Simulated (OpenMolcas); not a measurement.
Levels of F+ by method

* Program: OpenMolcas
* Basis: ANO-RCC-VQZP [5s4p3d2f1g]
* Scalar Hamiltonian: DKH2, point nucleus
* Active space: 6 electrons in 4 orbitals (2s 2p)
* State averaging: 2S+1 = 3 even, 3 roots; 2S+1 = 1 even, 6 roots; 2S+1 = 3 odd, 3 roots; 2S+1 = 1 odd, 3 roots
* Spin-orbit coupling: RASSI with atomic mean-field integrals over the reference wave functions, term energies averaged over their components

Methods on the same reference wave functions:
A. CASSCF
B. SS-CASPT2, IPEA 0.25 Eh, imaginary shift 0.1 Eh (closed shells correlated: 1s)

Energies in eV above 2s2 2p4 3P2, the measured ground level; measured values from NIST Handbook of Basic Atomic Spectroscopic Data.

```csv
Level,A,B,Measured
2s2 2p4 3P2,0.0000,0.0000,0.0000
2s2 2p4 3P1,0.0396,0.0397,0.0423
2s2 2p4 3P0,0.0587,0.0588,0.0607
2s2 2p4 1D2,2.8267,2.577,2.5880
2s2 2p4 1S0,5.2506,5.491,5.5691
2s 2p5 3P* 2,21.8118,20.643,20.4323
2s 2p5 3P* 1,21.8504,20.681,20.4706
2s 2p5 3P* 0,21.8698,20.701,20.4920
2s 2p5 1P* 1,32.2044,29.802,
```

Deviations, from unrounded energies. A percentage is the sum of absolute deviations over the sum of measured energies, with the sign that they share, or ± where signs differ.

```
                        Against measurement  Levels     A     B
             mean absolute deviation (cm-1)       7  5400   830
      fine structure of the ground term (%)       2  -4.5  -4.4
other terms of the ground configuration (%)       2  ±6.8  -1.1
                   other configurations (%)       3  +6.7  +1.0
```

B lies closest to measurement on these levels. The largest miss of B in the table is 2s 2p5 3P* 1, by +1700 cm-1. The ranking rests on the paired levels alone, and a cruder setting can come out closer through cancelling errors.

From A to B the spin-free energies of the other terms of 2s2 2p4 shown, above 3P, scale by factors of 0.91 to 1.05.

The lowest spin-free term lies below A's lowest term by 0.183 hartree in B.

CASPT2 breaks the degeneracy within a term, and the mean is taken; among the terms shown or strongly mixed into the levels shown the widest spread is 74 cm-1 (2s2 2p4 1D, B). Without dynamic correlation excited terms often stand tens of per cent too high (terms of higher spin than the ground term too low), and those without a measured partner can miss by more than the paired ones (holds for A). Computed and measured levels are paired by configuration, term and J; levels that our copy of the source lacks, or whose pairing is in doubt (as where it misses far off the trend of its configuration), stay unpaired and out of the deviations. Levels of configurations outside the active space are missing.

* marks odd parity.
